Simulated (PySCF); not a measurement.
Polarisability and C₆ of Ga- (gallium, charge -1)

[Ar] 3d10 4s2 4p2, high-spin 3P determinant. All numbers are calculated (PySCF 2.14, scalar relativity by spin-free X2C-1e, in x2c-TZVPPall with one added diffuse shell each of s, p, d type (7s6p5d1f, 57 functions)). Coupled (time-dependent) response in atomic units; α is the mean over directions.

```tsv
method	mean α (bohr³)	α xx, yy, zz	C₆ (like pair)	S(−4)
UHF	258.5	132.2, 321.7, 321.6	4762	45060
wB97X	238.8	124.6, 296.0, 295.9	4226	38530
```

S(−4) is the Cauchy moment in α(ω) = α(0) + S(−4) ω² + …

Spin-orbit coupling is absent.

α(iu) at wB97X:

```json
{"u (hartree)": "0", "α(iu) (bohr³)": "238.8"}
{"u (hartree)": "0.0500", "α(iu) (bohr³)": "178.5"}
{"u (hartree)": "0.100", "α(iu) (bohr³)": "116.0"}
{"u (hartree)": "0.200", "α(iu) (bohr³)": "56.58"}
{"u (hartree)": "0.300", "α(iu) (bohr³)": "32.76"}
{"u (hartree)": "0.500", "α(iu) (bohr³)": "15.01"}
{"u (hartree)": "0.750", "α(iu) (bohr³)": "7.772"}
{"u (hartree)": "1.00", "α(iu) (bohr³)": "4.839"}
{"u (hartree)": "1.50", "α(iu) (bohr³)": "2.469"}
{"u (hartree)": "2.00", "α(iu) (bohr³)": "1.521"}
{"u (hartree)": "3.00", "α(iu) (bohr³)": "0.7552"}
{"u (hartree)": "5.00", "α(iu) (bohr³)": "0.3034"}
```

A single London oscillator, α(iu) = α/(1 + u²/ω²), gives C₆ = (3/4) ω α². Matching the computed C₆ needs ω = 4 × 4226 / (3 × 238.8²) = 0.0988 hartree.

For an ion, C₆ is the dispersion term alone; charge-induced terms of lower order in 1/R come first.

The components differ because the open shell of this determinant is not spherical; for a pure term their mean is the scalar polarisability.
